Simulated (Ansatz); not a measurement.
Reaction (redistribution): `[CH3][Mo](=[O])(=[O])[Cl]` + `[CH3][Mo](=[O])([OH])=[S]` → `[CH3][Mo]([CH3])(=[O])=[O]` + `[O]=[Mo]([OH])(=[S])[Cl]`

Isolated molecules relaxed with PBE0-D4/def2-TZVP in Ansatz; ΔE leaves out vibrations. CCSD(T)/CBS is the MP2 limit (def2-TZVPP, def2-QZVPP) plus CCSD(T) − MP2 in def2-TZVPP, frozen cores. DFT in def2-TZVPP. def2 core potentials past Kr. For Mo outer-core shells are correlated without core-valence functions, which leaves a few kJ/mol of doubt a bond. Each species was taken in one conformer, which may not be the lowest.

Q: Is it downhill or uphill in electronic energy at CCSD(T)/CBS, and by how much? (An estimate is asked.)

A: The calculation gave: Uphill: ΔE = +5.6 kcal/mol.

Q: What do these levels give: revPBE-D4, r2SCANh-D4, CAM-B3LYP-D4, ωB97X-V, revPBE, r2SCANh, CAM-B3LYP, MP2/def2-SVP, SCS-MP2/def2-TZVPP, HF/def2-QZVPP, HF/CBS(def2), MP2/CBS(def2)? (An estimate is asked.)

A: Ansatz gave: revPBE-D4 3.6, r2SCANh-D4 4.5, CAM-B3LYP-D4 5.1, ωB97X-V 5.5, revPBE 3.6, r2SCANh 4.5, CAM-B3LYP 5.1, MP2/def2-SVP 4.1, SCS-MP2/def2-TZVPP 4.5, HF/def2-QZVPP 7.3, HF/CBS(def2) 7.3, MP2/CBS(def2) 4.0 kcal/mol.

Largest T1 diagnostic among the species: 0.025, so the coupled-cluster value is less sure than usual.

From BLYP to BHLYP (50 % exact exchange), in def2-TZVPP and without D4, ΔE moves by +1.9 kcal/mol. In def2-TZVPP, CCSD(T) changes the Hartree–Fock value by −2.0 kcal/mol (the triples alone add −0.7 kcal/mol) and MP2 by −3.6 kcal/mol. Leaving LDA and LC-ωPBE aside and taking each functional with its dispersion term where it has one, the values, not all of them listed here, spread over 2.0 kcal/mol, from revPBE-D4 to BHLYP-D4.
